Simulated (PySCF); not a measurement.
**Dipole response of V²⁺ (vanadium, charge +2)**

[Ar] 3d3, high-spin 4F determinant. Calculation: PySCF 2.14, in aug-cc-pVTZ with one added diffuse shell each of s, p, d, f, g type (9s8p6d4f3g, 118 functions); the non-relativistic Hamiltonian (point nucleus). Coupled (time-dependent) response in atomic units; α is the mean over directions.

```json
{"method": "PBE0", "mean α (bohr³)": "4.546", "C₆ (like pair)": "13.68", "S(−4)": "14.38"}
```

S(−4) is the Cauchy moment in α(ω) = α(0) + S(−4) ω² + …

α(iu) at PBE0:

```csv
u (hartree),α(iu) (bohr³)
0,4.546
0.0500,4.511
0.100,4.411
0.200,4.084
0.300,3.705
0.500,3.045
0.750,2.455
1.00,2.030
1.50,1.449
2.00,1.074
3.00,0.6452
5.00,0.3015
```

For an ion, C₆ is the dispersion term alone; charge-induced terms of lower order in 1/R come first.
